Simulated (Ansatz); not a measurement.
Mulliken charges of `B[CH2][GeH2][F]` from r2SCAN/def2-TZVPP in Ansatz (PBE0-D4/def2-TZVP geometry).

| atom | x (Å) | y (Å) | z (Å) | charge (e) |
| --- | --- | --- | --- | --- |
| B1 | -1.371 | 0.743 | -0.373 | -0.078 |
| C2 | -0.508 | -0.524 | -0.374 | -0.229 |
| Ge3 | 1.209 | -0.109 | 0.486 | 0.501 |
| F4 | 2.095 | -1.610 | 0.424 | -0.388 |
| H5 | -1.294 | 1.536 | -1.267 | 0.009 |
| H6 | -2.085 | 0.996 | 0.556 | 0.009 |
| H7 | -0.204 | -0.878 | -1.363 | 0.104 |
| H8 | -0.891 | -1.349 | 0.233 | 0.104 |
| H9 | 1.078 | 0.237 | 1.976 | -0.016 |
| H10 | 2.053 | 0.907 | -0.295 | -0.016 |

**Question.** By hand: the dipole of these point charges (1 e Å = 4.8032 D).

**Answer.** Σ q r = (-0.178, 0.405, 0.043) e Å, of length 0.444 e Å = 2.13 D.

**Question.** How does the dipole of the full density compare? (Best estimate.)

**Answer.** The calculation gave: (-0.166, 0.179, -0.018) e Å, 1.18 D; the point charges give 1.81 times that, at 21° from its direction.

Point charges leave out the atoms' own dipoles, such as those of lone pairs, and Mulliken's split depends on the basis, so the two needn't agree.
